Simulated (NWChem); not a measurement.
CH₃ClGe, singlet; SMILES [CH3][Ge][Cl]

```xyz
6

Ge    -0.4935     0.4886     0.0000
Cl     0.1613    -1.6197     0.0000
C      1.3300     1.2777     0.0000
H      1.2967     2.3780     0.0039
H      1.8847     0.9316    -0.8886
H      1.8879     0.9256     0.8842
```
Atoms are numbered in this order, from 1.

Results from NWChem. Low-valent species are run as closed-shell singlets; no triplet was tried in these runs. All runs use the structure optimised with PBE0/def2-SVP. B3LYP is NWChem's, with the RPA form of VWN correlation. Ions are spin-unrestricted doublets at the neutral geometry; other ion states weren't tried.

For level PBE/def2-SVP:

| Item | Value |
|---|---|
| vertical ionisation energy, ΔSCF (eV) | 8.80 |
| −ε(HOMO) (eV) | 5.65 |

Task: What are these values for level B3LYP/def2-SVP?

Result: 
| Property | Result |
|---|---|
| vertical ionisation energy, ΔSCF (eV) | 8.99 |
| −ε(HOMO) (eV) | 6.55 |
